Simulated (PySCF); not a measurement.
Structure with atom numbers: `[CH:1]1=[CH:2][B:3]2[CH:4]=[CH:5][CH:6]=[CH:7][N:8]2[CH:9]=[CH:10]1`. Each H is labelled by its parent atom.

[PySCF 2.14.0 with density-fitted response routines: PBE0-D3(BJ)/def2-SVP structure; shielding tensors at PBE0/pcSseg-1 (GIAO); one computed conformer; in vacuum; no relativistic terms; one averaged value for each set of equivalent atoms]

References, each an isolated molecule treated in the same way: 13C (184.41 ppm), 1H (31.27 ppm) against TMS; 11B (100.73 ppm) vs BF3·OEt2; NH3 for 15N (265.67 ppm).

```
       atoms  nucleus  count  δ (ppm)
      C6/C10      13C      2        ?
 H(C7)/H(C9)       1H      2     7.86
          B3      11B      1     24.6
 H(C2)/H(C4)       1H      2     7.79
H(C6)/H(C10)       1H      2        ?
       C2/C4      13C      2        ?
          N8      15N      1    224.7
       C7/C9      13C      2    138.6
 H(C1)/H(C5)       1H      2     7.87
       C1/C5      13C      2    144.0
```

**Question.** Fill in the missing shifts.

**Answer.** 
- C2/C4: 141.1 ppm, alkene CH; the olefinic region
- C6/C10: 120.4 ppm, β carbon of an enol-ether or enamine type C=C
- H(C6)/H(C10): 6.92 ppm, hydrogen on a β carbon of an enol-ether or enamine type C=C; a vinylic proton, deshielded by the sp2 carbon and the C=C anisotropy

A carbon bonded to boron is broadened by the quadrupolar boron nucleus and is often missing from a measured spectrum. Shifts are as computed. Against solution values, carbons near 30 ppm lie about +2 ppm off and those near 130 ppm about +5 ppm. Of 1211 compounds with measured shifts, 218 miss one by over three times the rms of a fit or turn the order of signals round; such compounds aren't used in these exercises. Experimental scales use liquid or dissolved standards, which lie at an offset from isolated NH3 (liquid NH3: subtract about 20 ppm). Unscaled 15N shifts of sp2 nitrogen come out 20 to 40 ppm too high even then.
